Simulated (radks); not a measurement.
Pr14+, configuration [Kr] 4d8 5s1 (not the ground configuration).

Method: scalar-relativistic Kohn-Sham, PBE, spin-polarised, spherical densities, point nucleus; open shells are filled with parallel spins first (spin-orbit coupling, left out, can overturn this in heavy ions); computed with a radial shooting solver on a logarithmic mesh with Libxc functionals.

Energy parts (hartree):
total: -9172.9984
kinetic: 9747.4832
electron-nucleus: -21774.1082
Hartree: 3059.0586
exchange-correlation: -205.4321

Orbitals (lengths in bohr, moments of r in powers of bohr; <r^-3> diverges for s and p1/2):
orbital  occ.  eigenvalue (hartree)      <r^2>  <r^-3>  <1/r>
1s up       1             -1547.582  0.0007895       -  64.70
1s down     1             -1547.576  0.0007895       -  64.70
2s up       1             -258.0456    0.01253       -  14.93
2s down     1             -258.0010    0.01253       -  14.93
2p up       3             -232.0188    0.01001    8483  14.11
2p down     3             -231.9830    0.01000    8484  14.11
3s up       1             -64.02513    0.08448       -  5.440
3s down     1             -64.00066    0.08443       -  5.440
3p up       3             -55.78407    0.08444    1720  5.147
3p down     3             -55.75686    0.08438    1720  5.147
3d up       5             -44.24588    0.07172   235.4  4.884
3d down     5             -44.20662    0.07168   235.3  4.884
4s up       1             -20.69241     0.4129       -  2.336
4s down     1             -20.56814     0.4126       -  2.337
4p up       3             -17.90950     0.4554   403.9  2.177
4p down     3             -17.78456     0.4551   404.0  2.177
4d up       5             -13.90954     0.5195   48.62  1.959
4d down     3             -13.78340     0.5192   48.69  1.960
5s up       1              -9.37735      1.591       -  1.148
5s down     0              -9.26193      1.593       -  1.146

The highest occupied level is 5s up at -255.17 eV. Summed over all electrons, <r^2> = 10.78 bohr^2, which gives a Langevin (diamagnetic) susceptibility term of -8.54 x 10^-6 cm^3/mol.
